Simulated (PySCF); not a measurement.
**Where the electron goes**

C3H9FOSi2.
Cartesian coordinates in Å at the GFN2-xTB level; atoms count from 1:
```xyz
16
C3H9FOSi2 angstrom
C     -0.1149    1.8711    0.8828
O      0.8478    0.8515    0.9873
C      0.6553   -0.3576    0.3990
Si     2.2122   -1.3727    0.7938
C     -0.3903   -0.7915   -0.3160
Si    -2.0217   -0.0461   -0.8421
F     -2.7019   -1.2030   -1.7386
H      0.2706    2.7039    1.4700
H     -1.0784    1.5533    1.2865
H     -0.2472    2.1859   -0.1547
H      2.0882   -2.6916    0.1720
H      2.3218   -1.4918    2.2478
H      3.3697   -0.6528    0.2633
H     -0.2775   -1.8113   -0.6674
H     -1.9473    1.0917   -1.7543
H     -2.9940    0.1701    0.2267
```

Computed, not measured: TDDFT wB97X-D/def2-SVPD, vertical, gas phase, core orbitals frozen in the response in PySCF 2.14.0, density-fitted response routines.

Frontier orbitals with the atoms that hold most of them (Löwdin shares over 4%, at most four atoms; ? is withheld):

```json
{"orbital": "HOMO-3", "ε (eV)": "-11.64", "atoms": "O2 25%, Si4 20%, H11 18%, C5 7%"}
{"orbital": "HOMO-2", "ε (eV)": "-11.60", "atoms": "Si4 29%, H13 18%, H12 17%, O2 14%"}
{"orbital": "HOMO-1", "ε (eV)": "-10.58", "atoms": "?"}
{"orbital": "HOMO", "ε (eV)": "-9.07", "atoms": "?"}
{"orbital": "LUMO", "ε (eV)": "1.11", "atoms": "C3 28%, C5 26%, Si6 12%, Si4 9%"}
{"orbital": "LUMO+1", "ε (eV)": "1.82", "atoms": "Si4 20%, C1 14%, Si6 10%, C5 8%"}
{"orbital": "LUMO+2", "ε (eV)": "1.90", "atoms": "Si6 44%, Si4 9%, H15 9%, H16 9%"}
```

Task: Give the leading atoms of the HOMO-1.

Result: C3 (bonded to C, O and Si) 21%; C5 (bonded to C, Si and H) 20%; Si4 (bonded to C and 3 H) 16%; Si6 (bonded to C, F and 2 H) 12%. By element: carbon 41% or more, silicon 28%.

Task: Which atoms hold the HOMO, and with what shares?

Result: C5 (bonded to C, Si and H) 34%; O2 (bonded to 2 C) 23%; C3 (bonded to C, O and Si) 21%; Si6 (bonded to C, F and 2 H) 6%. By element: carbon 55% or more, oxygen 23%, silicon 6% or more.

Task: The HOMO–LUMO gap is 10.18 eV. Where does the response calculation put the lowest singlet, and from which orbitals?

Result: S1 is at 6.10 eV (f = 0.335), 4.07 eV below the gap, made of HOMO→LUMO (96%). 

Task: One configuration dominates each of S1, S2 and S3. Which, and how do the shares of the two leading atoms of either orbital change from the occupied to the empty one?

Result: 
- S1 (6.10 eV, f 0.335), HOMO→LUMO (96%): C5 34% → 26%, O2 23% → at most 10%, C3 21% → 28%
- S2 (6.50 eV, f 0.0090), HOMO→LUMO+1 (72%): C5 34% → 8%, O2 23% → at most 9%, Si4 at most 7% → 20%, C1 at most 7% → 14%
- S3 (6.67 eV, f 0.0003), HOMO-1→LUMO (95%): C3 21% → 28%, C5 20% → 26%

Time: 46 s; peak memory 0.96 GiB. Hardware: one thread of an Arm Neoverse V1 (shared host).

One conformer stands for the species.
